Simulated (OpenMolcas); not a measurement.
Lines of Cl2+: computed and rescaled rates

```yaml
Program: OpenMolcas 26.06
Method: "MS-CASPT2, IPEA 0.25 Eh, imaginary shift 0.1 Eh (closed shells correlated: 2s 2p)"
Basis: ANO-RCC-VQZP [6s5p3d2f1g]
Scalar_Hamiltonian: DKH2, point nucleus
Active_space: 5 electrons in 4 orbitals (3s 3p)
State_averaging: 2S+1 = 4 odd, 1 root; 2S+1 = 2 odd, 11 roots; 2S+1 = 4 even, 3 roots; 2S+1 = 2 even, 9 roots
Spin-orbit_coupling: RASSI with atomic mean-field integrals over the reference wave functions, term energies averaged over their components
```

Rates come from the transition moments of the reference wave functions (E1 and E2 in the length form). At fixed line strength A goes as λ^-3 for E1 and M1 and as λ^-5 for E2, so a rate at the computed wavelength can be rescaled to the measured one. Measured vacuum wavelengths follow from level energies in Moore, Atomic Energy Levels, vol. I, NSRDS-NBS 35 (1971 reprint of NBS Circular 467, 1949). Branching counts decays inside the model space alone, at computed energies, and the table is only a selection of the E2 and M1 lines, drawn from those between levels with measured partners whose computed energy lies within a factor of 1.5 of the measured one.

```csv
Upper,Lower,Type,λ computed (nm),λ measured (nm),A computed (s-1),A rescaled (s-1),Branching %
3s2 3p3 2P* 3/2,3s2 3p3 4S* 3/2,M1,333.7,334.4,6.83e-01,,54.7
3s2 3p3 2P* 1/2,3s2 3p3 4S* 3/2,M1,334.2,335.4,2.76e-01,,43.1
3s2 3p3 2P* 3/2,3s2 3p3 2D* 3/2,M1,871.2,843.6,2.12e-01,,17.0
3s2 3p3 2P* 3/2,3s2 3p3 2D* 5/2,E2,875.4,848.4,1.64e-01,1.92e-01,13.1
3s2 3p3 2P* 1/2,3s2 3p3 2D* 3/2,E2,875,850.4,1.41e-01,1.63e-01,22.1
3s2 3p3 2P* 1/2,3s2 3p3 2D* 3/2,M1,875,850.4,1.31e-01,,20.5
3s2 3p3 2P* 3/2,3s2 3p3 2D* 5/2,M1,875.4,848.4,1.18e-01,,9.5
3s2 3p3 2P* 1/2,3s2 3p3 2D* 5/2,E2,879.3,855.3,9.23e-02,1.06e-01,14.4
3s2 3p3 2P* 3/2,3s2 3p3 2D* 3/2,E2,871.2,843.6,7.09e-02,8.33e-02,5.7
3s2 3p3 2D* 3/2,3s2 3p3 4S* 3/2,M1,540.8,553.9,3.54e-03,,88.7
3s2 3p3 2D* 5/2,3s2 3p3 4S* 3/2,E2,539.2,551.9,7.12e-04,,90.4
3s2 3p3 2D* 3/2,3s2 3p3 4S* 3/2,E2,540.8,553.9,4.50e-04,,11.3
3s2 3p3 2D* 5/2,3s2 3p3 4S* 3/2,M1,539.2,551.9,7.36e-05,,9.4
```

Spin-changing lines and M1 lines between different terms are not rescaled, since their strength hangs on the term gaps too.

The largest correction is for 3s2 3p3 2P* 3/2 → 3s2 3p3 2D* 3/2 (E2): 7.09e-02 × (871.2 / 843.6)^5 = 8.33e-02 s-1, a factor of 1.17.

No measured rate stands beside these. Rescaling mends the energy factor alone: line strengths can still be far off where a level mixes with configurations outside the active space, and weak or spin-changing lines hang on small mixing coefficients that depend on the term gaps too, so rescaling need not improve them.

CASPT2 does not keep the components of a term degenerate, so their means are used; among the terms shown or strongly mixed into the levels shown the widest spread is 690 cm-1 (3s2 3p3 2D*). Over all roots computed the reference weight is 0.87 to 0.96; the roots of lowest weight are the least certain, and an intruder state may touch them. Computed and measured levels are paired by configuration, term and J; levels that our copy of the source lacks, or whose pairing is in doubt (as where it misses far off the trend of its configuration), stay unpaired. Only configurations of the active space appear.

* marks odd parity.
